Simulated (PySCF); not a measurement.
# Which functional comes closest?

Molecule: `InChI=1S/C4H10O2S/c1-3-4-7(2,5)6/h3-4H2,1-2H3`.

Molfile (atoms numbered from 1):
```
C4H10O2S
     RDKit          3D

 17 16  0  0  0  0  0  0  0  0999 V2000
   -1.9736    0.4033    0.3282 C   0  0  0  0  0  0  0  0  0  0  0  0
   -1.1621   -0.6032   -0.4722 C   0  0  0  0  0  0  0  0  0  0  0  0
    0.2483   -0.1486   -0.8187 C   0  0  0  0  0  0  0  0  0  0  0  0
    1.2339    0.0593    0.6770 S   0  0  0  0  0  6  0  0  0  0  0  0
    2.9214    0.0633    0.0933 C   0  0  0  0  0  0  0  0  0  0  0  0
    1.0526   -1.1430    1.4896 O   0  0  0  0  0  0  0  0  0  0  0  0
    0.9668    1.3823    1.2410 O   0  0  0  0  0  0  0  0  0  0  0  0
   -2.9918    0.0255    0.5019 H   0  0  0  0  0  0  0  0  0  0  0  0
   -1.5116    0.6043    1.3049 H   0  0  0  0  0  0  0  0  0  0  0  0
   -2.0542    1.3661   -0.2004 H   0  0  0  0  0  0  0  0  0  0  0  0
   -1.6707   -0.8356   -1.4227 H   0  0  0  0  0  0  0  0  0  0  0  0
   -1.0835   -1.5524    0.0818 H   0  0  0  0  0  0  0  0  0  0  0  0
    0.7689   -0.9011   -1.4307 H   0  0  0  0  0  0  0  0  0  0  0  0
    0.2715    0.8229   -1.3361 H   0  0  0  0  0  0  0  0  0  0  0  0
    3.0657    0.8929   -0.6105 H   0  0  0  0  0  0  0  0  0  0  0  0
    3.1589   -0.9076   -0.3588 H   0  0  0  0  0  0  0  0  0  0  0  0
    3.5274    0.2229    0.9954 H   0  0  0  0  0  0  0  0  0  0  0  0
  1  2  1  0
  2  3  1  0
  3  4  1  0
  4  5  1  0
  4  6  2  0
  4  7  2  0
  1  8  1  0
  1  9  1  0
  1 10  1  0
  2 11  1  0
  2 12  1  0
  3 13  1  0
  3 14  1  0
  5 15  1  0
  5 16  1  0
  5 17  1  0
M  END
```

Geometry PBE0-D3(BJ)/def2-SVP throughout; GIAO in PySCF 2.14.0 with density-fitted response routines, gas phase, one conformer, non-relativistic; equivalent atoms averaged; basis pcSseg-1.

Reference values (measured; solution, not stated per compound (mostly CDCl3 or CCl4); Pretsch, Buehlmann, Badertscher, Structure Determination of Organic Compounds, 4th ed. (2009)): δ(C3) = 56.3 ppm, δ(C2) = 16.3 ppm, δ(C1) = 13.0 ppm. Computed shifts are taken against TMS, calculated as an isolated molecule at each level.

How do the functionals HF, LDA, OPBE, KT3, B97-D, PBE0, mPW1PW91, WP04, BHandHLYP perform against the reference? Times are CPU seconds on shared hosts with different chips, so compare them loosely.

## Answers


```tsv
functional	kind	C3	C2	C1	mean abs. error C	core-s
HF	Hartree–Fock	52.1	15.4	14.1	2.1	23
LDA	LDA	66.0	18.6	13.9	4.3	27
OPBE	GGA	57.5	19.6	15.0	2.2	24
KT3	GGA	58.1	21.1	16.2	3.3	25
B97-D	GGA	60.7	20.7	16.0	3.9	36
PBE0	global hybrid	59.7	18.2	14.7	2.3	34
mPW1PW91	global hybrid	59.7	18.3	14.8	2.4	17
WP04	global hybrid	61.4	21.5	16.3	4.5	17
BHandHLYP	global hybrid	58.5	17.7	14.8	1.8	16
```

For 13C the closest is BHandHLYP (1.8 ppm, with HF practically level) and the furthest WP04 (4.5 ppm). One molecule is a small sample, and vibrational and solvent effects are absent from the calculation.
